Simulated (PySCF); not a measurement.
CHO$_{2}$, charge +1, singlet, at a GFN2-xTB geometry; PBE0/STO-3G (PySCF).

PySCF was given this input:
```python
from pyscf import gto, scf, dft

mol = gto.M(
    atom='''
C    -0.006958    0.009851   -0.110372
O    -0.023412   -0.021476    1.076341
O     0.097713   -0.033874   -1.218766
H    -0.552655    0.383700    1.801634
''',
    basis='sto-3g',
    charge=1,
    spin=0,
    verbose=4,
)

mf = dft.RKS(mol)
mf.xc = 'pbe0'
mf.diis = False
mf.damp = 0.3
mf.diis_start_cycle = 200
mf.max_cycle = 150
mf.kernel()
```

Problem. Write the output that PySCF gives for this input, abridged.

Solution. 
```
PySCF version 2.14.0

[INPUT] verbose = 4
[INPUT] num. atoms = 4
[INPUT] num. electrons = 22
[INPUT] charge = 1
[INPUT] spin (= nelec alpha-beta = 2S) = 0
[INPUT] symmetry False subgroup None
[INPUT] Mole.unit = angstrom
[INPUT] Symbol           X                Y                Z      unit          X                Y                Z       unit  Magmom
[...]
nuclear repulsion = 66.1524679845908
number of shells = 10
number of NR pGTOs = 48
number of NR cGTOs = 16
basis = sto-3g
ecp = {}

******** <class 'pyscf.dft.rks.RKS'> ********
method = RKS
initial guess = minao
damping factor = 0.3
level_shift factor = 0
DIIS disabled
SCF conv_tol = 1e-09
SCF conv_tol_grad = None
SCF max_cycles = 150
direct_scf = True
direct_scf_tol = 1e-13
XC library pyscf.dft.libxc version 7.1.2
    S. Lehtola, C. Steigemann, M. J. T. Oliveira, and M. A. L. Marques,  SoftwareX 7, 1–5 (2018)
XC functionals = pbe0
    C. Adamo and V. Barone,  J. Chem. Phys. 110, 6158 (1999)
    M. Ernzerhof and G. E. Scuseria,  J. Chem. Phys. 110, 5029 (1999)
radial grids:
    Treutler-Ahlrichs [JCP 102, 346 (1995); DOI:10.1063/1.469408] (M4) radial grids

becke partition: Becke, JCP 88, 2547 (1988); DOI:10.1063/1.454033
pruning grids: <function nwchem_prune>
grids dens level: 3
symmetrized grids: False
atomic radii adjust function: <function treutler_atomic_radii_adjust>
small_rho_cutoff = 0
Set gradient conv threshold to 3.16228e-05
Initial guess from minao.
tot grids = 52096
init E= -187.285917044884
[...]
cycle= 1 E= -185.906394018305  delta_E= 1.38  |g|= 0.734  |ddm|= 2.98
[...]
cycle= 2 E= -185.890802589955  delta_E= 0.0156  |g|= 0.862  |ddm|=  1.5
[...]
cycle= 3 E= -185.840483397811  delta_E= 0.0503  |g|= 0.857  |ddm|= 1.71
[...]
cycle= 4 E= -185.595307267638  delta_E= 0.245  |g|= 1.37  |ddm|= 2.24
[...]
cycle= 5 E= -185.460397121635  delta_E= 0.135  |g|= 1.38  |ddm|= 2.81
[...]
cycle= 6 E= -185.008387121993  delta_E= 0.452  |g|= 1.99  |ddm|= 3.43
[...]
cycle= 7 E= -184.970831349561  delta_E= 0.0376  |g|= 1.84  |ddm|= 3.87
[...]
cycle= 8 E= -184.472971505846  delta_E= 0.498  |g|=  2.4  |ddm|= 4.31
[...]
cycle= 9 E= -184.618484353866  delta_E= -0.146  |g|=  2.1  |ddm|= 4.52
[...]
cycle= 10 E= -184.13852355311  delta_E= 0.48  |g|= 2.64  |ddm|= 4.79
[...]
cycle= 11 E= -184.382039013857  delta_E= -0.244  |g|= 2.27  |ddm|=  4.9
[...]
cycle= 12 E= -183.868501770033  delta_E= 0.514  |g|= 2.83  |ddm|= 5.11
[...]
cycle= 13 E= -184.154257038812  delta_E= -0.286  |g|= 2.43  |ddm|= 5.19
[...]
cycle= 14 E= -183.490650977578  delta_E= 0.664  |g|= 3.08  |ddm|= 5.46
[...]
cycle= 15 E= -183.781625129921  delta_E= -0.291  |g|= 2.66  |ddm|= 5.57
[...]
cycle= 16 E= -182.330173073089  delta_E= 1.45  |g|= 3.68  |ddm|= 6.22
[...]
cycle= 17 E= -182.536380933771  delta_E= -0.206  |g|= 3.21  |ddm|= 6.43
[...]
cycle= 18 E= -179.414718470798  delta_E= 3.12  |g|= 3.65  |ddm|= 7.38
[...]
cycle= 19 E= -179.231311581396  delta_E= 0.183  |g|= 4.26  |ddm|= 8.42
[...]
cycle= 20 E= -178.73274854074  delta_E= 0.499  |g|=  3.5  |ddm|= 8.59
[...]
cycle= 21 E= -179.193755291089  delta_E= -0.461  |g|= 4.29  |ddm|= 8.63
[...]
cycle= 22 E= -178.696860735543  delta_E= 0.497  |g|=  3.5  |ddm|= 8.64
[...]
cycle= 23 E= -179.138461768352  delta_E= -0.442  |g|=  4.3  |ddm|= 8.67
[...]
cycle= 24 E= -178.680422246243  delta_E= 0.458  |g|=  3.5  |ddm|= 8.67
[...]
cycle= 25 E= -179.134334714489  delta_E= -0.454  |g|=  4.3  |ddm|= 8.67
[...]
cycle= 26 E= -178.679495134083  delta_E= 0.455  |g|=  3.5  |ddm|= 8.67
[...]
cycle= 27 E= -179.132585675249  delta_E= -0.453  |g|=  4.3  |ddm|= 8.67
[...]
cycle= 28 E= -178.678774143278  delta_E= 0.454  |g|=  3.5  |ddm|= 8.67
[...]
cycle= 29 E= -179.132132635919  delta_E= -0.453  |g|=  4.3  |ddm|= 8.67
[...]
cycle= 30 E= -178.678683511839  delta_E= 0.453  |g|=  3.5  |ddm|= 8.67
[...]
cycle= 31 E= -179.132014253837  delta_E= -0.453  |g|=  4.3  |ddm|= 8.67
[...]
cycle= 32 E= -178.67863912222  delta_E= 0.453  |g|=  3.5  |ddm|= 8.67
[...]
cycle= 33 E= -179.131965218674  delta_E= -0.453  |g|=  4.3  |ddm|= 8.67
[...]
cycle= 34 E= -178.678626844144  delta_E= 0.453  |g|=  3.5  |ddm|= 8.67
[...]
cycle= 35 E= -179.131949873215  delta_E= -0.453  |g|=  4.3  |ddm|= 8.67
[...]
cycle= 36 E= -178.67862219195  delta_E= 0.453  |g|=  3.5  |ddm|= 8.67
[...]
cycle= 37 E= -179.131943684813  delta_E= -0.453  |g|=  4.3  |ddm|= 8.67
[...]
cycle= 38 E= -178.678620489072  delta_E= 0.453  |g|=  3.5  |ddm|= 8.67
[...]
cycle= 39 E= -179.131941450259  delta_E= -0.453  |g|=  4.3  |ddm|= 8.67
[...]
cycle= 40 E= -178.678619855535  delta_E= 0.453  |g|=  3.5  |ddm|= 8.67
[...]
cycle= 41 E= -179.1319405872  delta_E= -0.453  |g|=  4.3  |ddm|= 8.67
[...]
cycle= 42 E= -178.678619613485  delta_E= 0.453  |g|=  3.5  |ddm|= 8.67
[...]
cycle= 43 E= -179.131940261195  delta_E= -0.453  |g|=  4.3  |ddm|= 8.67
[...]
cycle= 44 E= -178.678619522041  delta_E= 0.453  |g|=  3.5  |ddm|= 8.67
[...]
cycle= 45 E= -179.131940136674  delta_E= -0.453  |g|=  4.3  |ddm|= 8.67
[...]
cycle= 46 E= -178.67861948708  delta_E= 0.453  |g|=  3.5  |ddm|= 8.67
[...]
cycle= 47 E= -179.131940089202  delta_E= -0.453  |g|=  4.3  |ddm|= 8.67
[...]
cycle= 48 E= -178.678619473771  delta_E= 0.453  |g|=  3.5  |ddm|= 8.67
[...]
cycle= 49 E= -179.131940071092  delta_E= -0.453  |g|=  4.3  |ddm|= 8.67
[...]
cycle= 50 E= -178.67861946869  delta_E= 0.453  |g|=  3.5  |ddm|= 8.67
[...]
cycle= 51 E= -179.131940064179  delta_E= -0.453  |g|=  4.3  |ddm|= 8.67
[...]
cycle= 52 E= -178.678619466752  delta_E= 0.453  |g|=  3.5  |ddm|= 8.67
[...]
cycle= 53 E= -179.131940061542  delta_E= -0.453  |g|=  4.3  |ddm|= 8.67
[...]
cycle= 54 E= -178.678619466012  delta_E= 0.453  |g|=  3.5  |ddm|= 8.67
[...]
cycle= 55 E= -179.131940060535  delta_E= -0.453  |g|=  4.3  |ddm|= 8.67
[...]
cycle= 56 E= -178.678619465729  delta_E= 0.453  |g|=  3.5  |ddm|= 8.67
[...]
cycle= 57 E= -179.13194006015  delta_E= -0.453  |g|=  4.3  |ddm|= 8.67
[...]
cycle= 58 E= -178.678619465621  delta_E= 0.453  |g|=  3.5  |ddm|= 8.67
[...]
[...]
[...]
cycle= 75 E= -179.131940059913  delta_E= -0.453  |g|=  4.3  |ddm|= 8.67
[...]
cycle= 76 E= -178.678619465555  delta_E= 0.453  |g|=  3.5  |ddm|= 8.67
[...]
cycle= 77 E= -179.131940059913  delta_E= -0.453  |g|=  4.3  |ddm|= 8.67
[...]
cycle= 78 E= -178.678619465555  delta_E= 0.453  |g|=  3.5  |ddm|= 8.67
[...]
cycle= 79 E= -179.131940059913  delta_E= -0.453  |g|=  4.3  |ddm|= 8.67
[...]
cycle= 80 E= -178.678619465555  delta_E= 0.453  |g|=  3.5  |ddm|= 8.67
[...]
cycle= 81 E= -179.131940059913  delta_E= -0.453  |g|=  4.3  |ddm|= 8.67
[...]
cycle= 82 E= -178.678619465555  delta_E= 0.453  |g|=  3.5  |ddm|= 8.67
[...]
cycle= 83 E= -179.131940059913  delta_E= -0.453  |g|=  4.3  |ddm|= 8.67
[...]
cycle= 84 E= -178.678619465555  delta_E= 0.453  |g|=  3.5  |ddm|= 8.67
[...]
cycle= 85 E= -179.131940059913  delta_E= -0.453  |g|=  4.3  |ddm|= 8.67
[...]
cycle= 86 E= -178.678619465555  delta_E= 0.453  |g|=  3.5  |ddm|= 8.67
[...]
cycle= 87 E= -179.131940059913  delta_E= -0.453  |g|=  4.3  |ddm|= 8.67
[...]
cycle= 88 E= -178.678619465555  delta_E= 0.453  |g|=  3.5  |ddm|= 8.67
[...]
cycle= 89 E= -179.131940059913  delta_E= -0.453  |g|=  4.3  |ddm|= 8.67
[...]
cycle= 90 E= -178.678619465555  delta_E= 0.453  |g|=  3.5  |ddm|= 8.67
[...]
cycle= 91 E= -179.131940059913  delta_E= -0.453  |g|=  4.3  |ddm|= 8.67
[...]
cycle= 92 E= -178.678619465555  delta_E= 0.453  |g|=  3.5  |ddm|= 8.67
[...]
cycle= 93 E= -179.131940059913  delta_E= -0.453  |g|=  4.3  |ddm|= 8.67
[...]
cycle= 94 E= -178.678619465555  delta_E= 0.453  |g|=  3.5  |ddm|= 8.67
[...]
cycle= 95 E= -179.131940059913  delta_E= -0.453  |g|=  4.3  |ddm|= 8.67
[...]
cycle= 96 E= -178.678619465555  delta_E= 0.453  |g|=  3.5  |ddm|= 8.67
[...]
cycle= 97 E= -179.131940059913  delta_E= -0.453  |g|=  4.3  |ddm|= 8.67
[...]
cycle= 98 E= -178.678619465555  delta_E= 0.453  |g|=  3.5  |ddm|= 8.67
[...]
cycle= 99 E= -179.131940059913  delta_E= -0.453  |g|=  4.3  |ddm|= 8.67
[...]
cycle= 100 E= -178.678619465555  delta_E= 0.453  |g|=  3.5  |ddm|= 8.67
[...]
cycle= 101 E= -179.131940059913  delta_E= -0.453  |g|=  4.3  |ddm|= 8.67
[...]
cycle= 102 E= -178.678619465555  delta_E= 0.453  |g|=  3.5  |ddm|= 8.67
[...]
cycle= 103 E= -179.131940059913  delta_E= -0.453  |g|=  4.3  |ddm|= 8.67
[...]
cycle= 104 E= -178.678619465555  delta_E= 0.453  |g|=  3.5  |ddm|= 8.67
[...]
cycle= 105 E= -179.131940059913  delta_E= -0.453  |g|=  4.3  |ddm|= 8.67
[...]
cycle= 106 E= -178.678619465555  delta_E= 0.453  |g|=  3.5  |ddm|= 8.67
[...]
cycle= 107 E= -179.131940059913  delta_E= -0.453  |g|=  4.3  |ddm|= 8.67
[...]
cycle= 108 E= -178.678619465555  delta_E= 0.453  |g|=  3.5  |ddm|= 8.67
[...]
cycle= 109 E= -179.131940059913  delta_E= -0.453  |g|=  4.3  |ddm|= 8.67
[...]
cycle= 110 E= -178.678619465555  delta_E= 0.453  |g|=  3.5  |ddm|= 8.67
[...]
cycle= 111 E= -179.131940059913  delta_E= -0.453  |g|=  4.3  |ddm|= 8.67
[...]
cycle= 112 E= -178.678619465555  delta_E= 0.453  |g|=  3.5  |ddm|= 8.67
[...]
cycle= 113 E= -179.131940059913  delta_E= -0.453  |g|=  4.3  |ddm|= 8.67
[...]
cycle= 114 E= -178.678619465555  delta_E= 0.453  |g|=  3.5  |ddm|= 8.67
[...]
cycle= 115 E= -179.131940059913  delta_E= -0.453  |g|=  4.3  |ddm|= 8.67
[...]
cycle= 116 E= -178.678619465555  delta_E= 0.453  |g|=  3.5  |ddm|= 8.67
[...]
cycle= 117 E= -179.131940059913  delta_E= -0.453  |g|=  4.3  |ddm|= 8.67
[...]
cycle= 118 E= -178.678619465555  delta_E= 0.453  |g|=  3.5  |ddm|= 8.67
[...]
cycle= 119 E= -179.131940059913  delta_E= -0.453  |g|=  4.3  |ddm|= 8.67
[...]
cycle= 120 E= -178.678619465555  delta_E= 0.453  |g|=  3.5  |ddm|= 8.67
[...]
cycle= 121 E= -179.131940059913  delta_E= -0.453  |g|=  4.3  |ddm|= 8.67
[...]
cycle= 122 E= -178.678619465555  delta_E= 0.453  |g|=  3.5  |ddm|= 8.67
[...]
cycle= 123 E= -179.131940059913  delta_E= -0.453  |g|=  4.3  |ddm|= 8.67
[...]
cycle= 124 E= -178.678619465555  delta_E= 0.453  |g|=  3.5  |ddm|= 8.67
[...]
cycle= 125 E= -179.131940059913  delta_E= -0.453  |g|=  4.3  |ddm|= 8.67
[...]
cycle= 126 E= -178.678619465555  delta_E= 0.453  |g|=  3.5  |ddm|= 8.67
[...]
cycle= 127 E= -179.131940059913  delta_E= -0.453  |g|=  4.3  |ddm|= 8.67
[...]
cycle= 128 E= -178.678619465555  delta_E= 0.453  |g|=  3.5  |ddm|= 8.67
[...]
cycle= 129 E= -179.131940059913  delta_E= -0.453  |g|=  4.3  |ddm|= 8.67
[...]
cycle= 130 E= -178.678619465555  delta_E= 0.453  |g|=  3.5  |ddm|= 8.67
[...]
cycle= 131 E= -179.131940059913  delta_E= -0.453  |g|=  4.3  |ddm|= 8.67
[...]
cycle= 132 E= -178.678619465555  delta_E= 0.453  |g|=  3.5  |ddm|= 8.67
[...]
cycle= 133 E= -179.131940059913  delta_E= -0.453  |g|=  4.3  |ddm|= 8.67
[...]
cycle= 134 E= -178.678619465555  delta_E= 0.453  |g|=  3.5  |ddm|= 8.67
[...]
cycle= 135 E= -179.131940059913  delta_E= -0.453  |g|=  4.3  |ddm|= 8.67
[...]
cycle= 136 E= -178.678619465555  delta_E= 0.453  |g|=  3.5  |ddm|= 8.67
[...]
cycle= 137 E= -179.131940059913  delta_E= -0.453  |g|=  4.3  |ddm|= 8.67
[...]
cycle= 138 E= -178.678619465555  delta_E= 0.453  |g|=  3.5  |ddm|= 8.67
[...]
cycle= 139 E= -179.131940059913  delta_E= -0.453  |g|=  4.3  |ddm|= 8.67
[...]
cycle= 140 E= -178.678619465555  delta_E= 0.453  |g|=  3.5  |ddm|= 8.67
[...]
cycle= 141 E= -179.131940059913  delta_E= -0.453  |g|=  4.3  |ddm|= 8.67
[...]
cycle= 142 E= -178.678619465555  delta_E= 0.453  |g|=  3.5  |ddm|= 8.67
[...]
cycle= 143 E= -179.131940059913  delta_E= -0.453  |g|=  4.3  |ddm|= 8.67
[...]
cycle= 144 E= -178.678619465555  delta_E= 0.453  |g|=  3.5  |ddm|= 8.67
[...]
cycle= 145 E= -179.131940059913  delta_E= -0.453  |g|=  4.3  |ddm|= 8.67
[...]
cycle= 146 E= -178.678619465555  delta_E= 0.453  |g|=  3.5  |ddm|= 8.67
[...]
cycle= 147 E= -179.131940059913  delta_E= -0.453  |g|=  4.3  |ddm|= 8.67
[...]
cycle= 148 E= -178.678619465555  delta_E= 0.453  |g|=  3.5  |ddm|= 8.67
[...]
cycle= 149 E= -179.131940059913  delta_E= -0.453  |g|=  4.3  |ddm|= 8.67
[...]
cycle= 150 E= -178.678619465555  delta_E= 0.453  |g|=  3.5  |ddm|= 8.67
SCF not converged.
SCF energy = -178.678619465555
```

The run did not converge; its last values are not results.
